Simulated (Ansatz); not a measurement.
Rb₃H₃⁻. Total charge -1; doublet. Geometry PBE0-D4/def2-TZVPD; atoms count from 1.

```xyz
6

Rb    2.267    0.087    1.260
Rb   -1.902    1.608    0.753
Rb   -0.646   -2.185   -1.248
H    -2.257   -0.077   -1.269
H     0.643    2.184    1.245
H     1.897   -1.616   -0.741
```

In the def2 sets Rb takes a core potential; there is no spin–orbit coupling. The highest occupied level of the charge -1 doublet lies above zero (up to 0.63 eV). The electron is either unbound and held by the finite basis, or the level is raised by self-interaction error. Another isomer (quartet) lies 1.82 eV lower at PBE0-D4/def2-TZVPD; other spin states weren't run for this one.

Problem. Estimate the Mulliken populations from the PBE0/def2-TZVPD orbitals of Ansatz.

Solution. 
```tsv
atom	charge (e)	spin (α − β)
Rb1	0.26	0.30
Rb2	0.23	0.33
Rb3	0.25	0.31
H4	-0.58	0.02
H5	-0.58	0.02
H6	-0.58	0.02
```
Mulliken values depend strongly on the basis. With diffuse functions, as here, like atoms can get unlike values, and bond orders can come out too low or too high.

Problem. Where does the spin sit?

Solution. Summed by element: Rb 0.93, H 0.07, of 1 unpaired in all. Largest on single atoms: Rb2 0.33, Rb3 0.31, Rb1 0.30.
